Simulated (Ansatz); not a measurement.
Ge2S4⁻. Total charge -1; doublet. Geometry PBE-D4/def2-SVPD; atoms count from 1.

```tsv
atom	x (Å)	y (Å)	z (Å)
Ge1	-0.5632	-0.5012	1.2010
Ge2	0.1059	0.6621	-1.6079
S3	1.9494	1.0898	-2.5872
S4	-1.1312	-1.2684	3.0493
S5	-0.2022	1.5908	0.6224
S6	-0.1587	-1.5731	-0.6776
```

The structure comes from a short search, and lower isomers may exist.

Estimate the Mulliken populations from the PBE0/def2-TZVPD orbitals of Ansatz.


```tsv
atom	charge (e)	spin (α − β)
Ge1	0.87	0.01
Ge2	0.41	0.42
S3	-0.61	0.35
S4	-0.63	0.01
S5	-0.52	0.10
S6	-0.52	0.10
```
Mulliken values and Mayer orders depend strongly on the basis. With diffuse functions, as here, like atoms can get unlike values, and bond orders can come out too low or too high.

Where does the spin sit?

Summed by element: Ge 0.43, S 0.57, of 1 unpaired in all. Largest on single atoms: Ge2 0.42, S3 0.35, S5 0.10.

And the Mayer bond orders between bonded heavy atoms (over 0.3)?

Ge1–S4 1.61 (2.08 Å); Ge1–S5 1.05 (2.20 Å); Ge1–S6 1.05 (2.20 Å); Ge2–S3 1.63 (2.13 Å); Ge2–S5 0.72 (2.44 Å); Ge2–S6 0.72 (2.44 Å).
